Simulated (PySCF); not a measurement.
A calculated (PBE, PySCF 2.14, dyall-av2z, no relativity, point nucleus) atom or ion has these occupied shells.

| shell | electrons | orbital energy (eV) | rms radius, mean of both spins (bohr) |
| --- | --- | --- | --- |
| 1s α | 1 | -51.727 | 0.682 |
| 1s β | 1 | -51.500 | 0.682 |
| 2s α | 1 | -3.227 | 4.13 |

Problem. Name the element and its charge.

Solution. Li (lithium, neutral), in [He] 2s1, 2S determinant.
